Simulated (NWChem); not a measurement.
Molecule: C₂H₂F, doublet; SMILES [CH]=CF

Results from NWChem. Spin-unrestricted. In the optimisation the excess spin sits in a' (Cs, its own frame). All runs use the structure optimised with PBE0/def2-SVP, spin-unrestricted. No stability test was run on the SCF state. Level: M06-2X/def2-SVP with COSMO at NWChem's default radii, gas-phase geometry; rows give the dielectric constant. Reactions with the solvent are ignored.

```json
[
 {"dielectric constant": "1.5", "electrostatic solvation energy (kcal/mol)": "-0.7", "dipole in solution (D)": "0.98"},
 {"dielectric constant": "3.9", "electrostatic solvation energy (kcal/mol)": "-1.7", "dipole in solution (D)": "1.05"},
 {"dielectric constant": "4.8", "electrostatic solvation energy (kcal/mol)": "-1.8", "dipole in solution (D)": "1.06"},
 {"dielectric constant": "7.6", "electrostatic solvation energy (kcal/mol)": "-2.0", "dipole in solution (D)": "1.07"},
 {"dielectric constant": "11.7", "electrostatic solvation energy (kcal/mol)": "-2.2", "dipole in solution (D)": "1.08"}
]
```
